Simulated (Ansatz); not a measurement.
An input meant for Sn10H15⁺, a cluster with a defect cut from the lattice of tin (one cap removed) (charge 1, singlet).

```yaml
crystal:
  periodic: [false, false, false]
  atoms:
    - {symbol: Sn, position_ang: [0.047724, -3.412693, 0.043542]}
    - {symbol: Sn, position_ang: [0.136547, -0.150338, -3.195964]}
    - {symbol: Sn, position_ang: [-3.201908, -0.140698, 0.138844]}
    - {symbol: Sn, position_ang: [0.041541, -0.036788, 3.413772]}
    - {symbol: Sn, position_ang: [0.134779, 3.194426, 0.141555]}
    - {symbol: Sn, position_ang: [3.411707, -0.033416, 0.036086]}
    - {symbol: Sn, position_ang: [-1.567528, -1.687087, -1.558926]}
    - {symbol: Sn, position_ang: [1.502201, -1.492768, 1.499006]}
    - {symbol: Sn, position_ang: [1.672061, 1.563753, -1.567832]}
    - {symbol: Sn, position_ang: [-1.570009, 1.561984, 1.682022]}
    - {symbol: H, position_ang: [1.146759, -4.371995, -0.880063]}
    - {symbol: H, position_ang: [-0.859801, -4.387557, 1.142060]}
    - {symbol: H, position_ang: [1.161596, -1.175585, -4.135908]}
    - {symbol: H, position_ang: [-0.846248, 0.829254, -4.226519]}
    - {symbol: H, position_ang: [-4.161170, -1.154683, 1.156666]}
    - {symbol: H, position_ang: [-4.210712, 0.849192, -0.856401]}
    - {symbol: H, position_ang: [-0.871331, -1.135222, 4.383978]}
    - {symbol: H, position_ang: [1.135863, 0.886465, 4.378603]}
    - {symbol: H, position_ang: [-0.848878, 4.218794, -0.843547]}
    - {symbol: H, position_ang: [1.157155, 4.138442, 1.165513]}
    - {symbol: H, position_ang: [4.377578, -1.129399, -0.883997]}
    - {symbol: H, position_ang: [4.380494, 0.887448, 1.128694]}
    - {symbol: H, position_ang: [-2.498908, -2.819544, -2.491425]}
    - {symbol: H, position_ang: [2.795608, 2.499955, -2.506547]}
    - {symbol: H, position_ang: [-2.502221, 2.495560, 2.812889]}
basis:
  gaussian: {orbitals: def2-mTZVPP, fitting: {mean_field: def2-universal-jkfit}}
total_charge: 1
hamiltonian: {xc: {name: B2PLYP}, dispersion: d4}
scf: {omitted_lower_state_checks: [starts]}
```

```sh
$ ansatz run in.yaml --threads 2 --pin off --events-out ev --progress --plain --max-ram 22528MiB --backend cuda --devices 0, --max-vram 18GiB
```

Shortened log:

```
Error: invalid value for `hamiltonian.dispersion`: no damping is tabulated for this functional; type it, or the functional that lends it
```

In this input the program holds no damping parameters for this pairing of functional and dispersion term, so they'd have to be typed. The program refused the input.
